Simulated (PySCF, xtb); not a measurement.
GeH5Si, SMILES [GeH2][SiH3] (connectivity only; charge and spin as stated), charge +1, multiplicity 1.

GFN2-xTB (xtb) at its own geometry gives an orbital gap of 2.99 eV.

Geometry optimised at PBE0-D3(BJ)/def2-TZVP. The spin state was assumed, not searched. The isomer is the one that the SMILES or the coordinates give; other isomers of the formula were not compared.

Question: What does PySCF with M06-2X/def2-TZVPD give? (Estimate from the structure and the level; the computed values follow.)

Answer: gap 7.03 eV (levels -15.38 and -8.35 eV).
